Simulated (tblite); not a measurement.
Start geometry of `[CH2+][CH][Si]1(O)[SiH2][SiH2][SiH2]1` [radical] from a force field or distance geometry (Å):
```
atom  x, y, z in Å
C1     3.146    0.396   -0.092
C2     1.904   -0.295   -0.349
Si3    0.396    0.083    0.545
O4     0.645    0.729    2.043
Si5   -1.144    1.262   -0.684
Si6   -2.758   -0.039    0.276
Si7   -1.138   -1.627    0.555
H8     3.206    1.230    0.613
H9     4.029    0.122   -0.653
H10    1.897   -1.083   -1.086
H11    1.375    0.339    2.564
H12   -1.020    1.000   -2.152
H13   -1.246    2.718   -0.363
H14   -3.258    0.509    1.563
H15   -3.855   -0.433   -0.641
H16   -0.988   -2.522   -0.612
H17   -1.197   -2.377    1.849
```

Q: What comes out of this run: GFN2-xTB geometry optimisation, gas phase (tblite)?

A: 
```
atom  x, y, z in Å
C1     3.2836    0.0182   -0.1110
C2     2.0522   -0.2406   -0.5454
Si3    0.4671    0.1438    0.3830
O4     0.7229    0.8196    1.8242
Si5   -1.3767    1.5264   -0.5090
Si6   -2.9370   -0.2091    0.0766
Si7   -1.1728   -1.6671    0.8185
H8     3.4762    0.4891    0.8405
H9     4.1585   -0.2287   -0.6903
H10    1.9481   -0.7129   -1.5142
H11    1.5374    0.9780    2.2975
H12   -1.1022    1.8158   -1.9209
H13   -1.4689    2.8504    0.1114
H14   -3.9017    0.1538    1.1204
H15   -3.7575   -0.7260   -1.0242
H16   -0.7943   -2.8393    0.0218
H17   -1.1420   -2.1593    2.1979
```

The energy falls by 114.1 kJ/mol over 131 L-BFGS steps, the largest force on an atom goes from 5.72 to 0.009 eV/Å, and the atoms move by 0.542 Å rms after alignment. The bond that changes most is Si3–Si7 (ends: silicon bonded to C, O and 2 Si; silicon bonded to 2 Si and 2 H), which lengthens by 0.184 Å. Bonds longer at the end by more than 0.005 Å: 5 of 17; shorter: 10. Among the angles that change most is Si3–O4–H11, from 116.2° to 130.4°. Among the dihedrals that turn most is C2–Si3–O4–H11, from -40° to -6°. Rotational constants go from 1971, 848.2, 756.5 to 1831, 774.2, 657.5 MHz. The orientation of the end geometry is arbitrary; only internal coordinates are fixed.

Time: 1.9 s of wall time. Hardware: one thread, Intel Xeon at 2.70 GHz (x86_64), on a shared host.

Its GFN2-xTB frequencies are all real (lowest 31 cm⁻¹).

One conformer stands for the species.

All values are computed, not measured.
